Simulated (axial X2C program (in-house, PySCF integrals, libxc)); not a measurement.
Spin–orbit effects down a group: molecules with Se, PBE0

Calculated with an in-house all-electron X2C program for linear molecules (integrals from PySCF), spin-free (one-electron X2C) or two-component (2c: spin–orbit coupling with atomic mean-field Coulomb and Gaunt terms, which also bring small scalar terms), in Dyall basis sets with cores contracted in-house; open shells are unrestricted.

Basis sets: Cs dyall-cv3z, H dyall-v3z, K dyall-cv3z, Na dyall-cv3z, Rb dyall-cv3z, Se dyall-cv3z.

```json
{"molecule": "SeH", "spin-free state": "M_S = 1/2, Λ = 1", "Re (Å)": "1.468", "ωe (cm⁻¹)": "2427.0", "De (eV)": "3.27", "2c state": "Ω = 3/2", "Re 2c (Å)": "1.469", "ωe 2c (cm⁻¹)": "2421.4", "De 2c (eV)": "3.32"}
{"molecule": "NaSe", "spin-free state": "M_S = 1/2, Λ = 1", "Re (Å)": "2.601", "ωe (cm⁻¹)": "270.5", "De (eV)": "2.30", "2c state": "Ω = 3/2", "Re 2c (Å)": "2.603", "ωe 2c (cm⁻¹)": "269.9", "De 2c (eV)": "2.34"}
{"molecule": "KSe", "spin-free state": "M_S = 1/2, Λ = 1", "Re (Å)": "2.938", "ωe (cm⁻¹)": "196.7", "De (eV)": "2.43", "2c state": "Ω = 3/2", "Re 2c (Å)": "2.939", "ωe 2c (cm⁻¹)": "196.2", "De 2c (eV)": "2.47"}
{"molecule": "RbSe", "spin-free state": "M_S = 1/2, Λ = 1", "Re (Å)": "3.063", "ωe (cm⁻¹)": "151.8", "De (eV)": "2.43", "2c state": "Ω = 3/2", "Re 2c (Å)": "3.064", "ωe 2c (cm⁻¹)": "151.5", "De 2c (eV)": "2.47"}
{"molecule": "CsSe", "spin-free state": "M_S = 1/2, Λ = 1", "Re (Å)": "3.188", "ωe (cm⁻¹)": "135.0", "De (eV)": "2.58", "2c state": "Ω = 3/2", "Re 2c (Å)": "3.187", "ωe 2c (cm⁻¹)": "134.9", "De 2c (eV)": "2.62"}
```

Each entry is the lowest single determinant of a limited PBE0 search at one distance. De goes to single-determinant-based atoms at the same level (for ions the charge split of lowest energy) and is withheld (n/a) where an atom does not fit its ground term or J level. Main or longest-lived isotopes. One determinant is a doubtful description, or other states lie close, for KSe, RbSe, CsSe; these need not be ground states, and all values refer to the states named. The functionals have no current term, which raises determinants with orbital currents.
